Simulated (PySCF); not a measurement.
Two species compared at the same levels of theory.

First species: C4H14FPSi2.
Numbering: `[CH3:1][C:2]([CH3:3])([CH3:4])[Si@H:5]([F:6])[SiH2:7][PH2:8]` (hydrogens: H9, H10, H11 on C1; H12, H13, H14 on C3; H15, H16, H17 on C4; H18 on Si5; H19, H20 on Si7; H21, H22 on P8)

Second species: C5H12O3Si.
SMILES: `C(=O)(OC)C[SiH2]CCO`

Levels: PBE0/pcSseg-1 for HOMO energy, LUMO energy and HOMO–LUMO gap. Geometries: GFN2-xTB. Each species is one conformer at its optimised geometry, gas phase, non-relativistic unless stated; the electronic structure was computed with PySCF and density fitting.

Dipoles, sizes and rotational constants follow the conformer. The torsions of the flexible species, by atom-mapped SMILES:
- `[CH3:1][C:2]([CH3:3])([CH3:4])[Si@H:5]([F:6])[SiH2:7][PH2:8]`: C1–C2–Si5–F6 71°, C2–Si5–Si7–P8 -43°, H–P8–Si7–Si5 -162°, H–P8–Si7–Si5 -70°

The conformers of `COC(=O)C[SiH2]CCO` aren't listed.

| property | column X | column Y |
| --- | --- | --- |
| HOMO energy | -7.61 eV | -7.86 eV |
| LUMO energy | -0.73 eV | 0.15 eV |
| HOMO–LUMO gap | 6.88 eV | 8.01 eV |

Task: Which column belongs to which species?

Result: Column X is the first species and column Y the second. The first has 22 atoms and 90 electrons, the second 21 and 80.

Task: How does each property change from the first species to the second?

Result: HOMO energy -0.25 eV; LUMO energy +0.88 eV; HOMO–LUMO gap +1.13 eV.

